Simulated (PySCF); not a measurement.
## Ionisation energy of P⁺ by level of theory

P⁺ [Ne] 3s2 3p2 (3P) → P²⁺ [Ne] 3s2 3p1 (2P), as a difference of total energies. Computed with PySCF 2.14 in dyall-av3z (19s12p3d2f, 84 functions), with scalar relativity by spin-free X2C-1e. Correlated levels: valence: [Ne] frozen; virtual orbitals above 40 to 60 times the deepest correlated orbital energy dropped. The calculations carry no spin-orbit coupling.

| method | ionisation energy (eV) | plus first-order spin-orbit estimate | difference from reference of that sum (eV) |
| --- | --- | --- | --- |
| UHF | 19.159 | 19.152 | -0.617 |
| LDA | 19.813 | 19.806 | +0.037 |
| PBE | 19.772 | 19.765 | -0.004 |
| PBE0 | 19.809 | 19.802 | +0.033 |
| r2SCAN | 19.943 | 19.937 | +0.168 |
| B3LYP | 19.730 | 19.724 | -0.045 |
| LC-wPBE | 19.933 | 19.927 | +0.158 |
| TPSSh | 19.831 | 19.824 | +0.055 |
| CAM-B3LYP | 19.736 | 19.729 | -0.040 |
| MP2 (valence) | 19.609 | 19.602 | -0.167 |
| SCS-MP2 (valence) | 19.518 | 19.511 | -0.258 |

Reference: 19.769 eV (semi-empirical (NIST evaluation); NIST Atomic Spectra Database, ionization energies).

A first-order spin-orbit estimate (lowest level to lowest level, LS coupling) adds -0.007 eV.

Errors of the correlated levels include the incompleteness of this basis and the frozen core.
